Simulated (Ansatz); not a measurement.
Basis-set series for `F[Si]O[SiH3]`. The species carries charge 0 and has multiplicity 1. The geometry is a stationary point of PBE0-D4/def2-TZVP. It is one conformer, not always the lowest.

```csv
functional,basis,functions,energy (Eh),HOMO (eV),LUMO (eV)
PBE0-D4,def2-SVP,79,-755.21472,-7.62,-1.58
PBE0-D4,def2-QZVPP,344,-755.68247,-7.78,-1.78
ωB97M-V,def2-SVP,79,-755.55068,-9.77,0.57
ωB97M-V,def2-QZVPP,344,-756.02113,-9.96,0.16
```

Question: Give the rows for def2-TZVPP. (Best estimate.)

Answer: Computed: 
```csv
functional,basis,functions,energy (Eh),HOMO (eV),LUMO (eV)
PBE0-D4,def2-TZVPP,188,-755.65168,-7.74,-1.72
ωB97M-V,def2-TZVPP,188,-755.99257,-9.92,0.30
```

Positive LUMOs are unbound and depend on the basis.
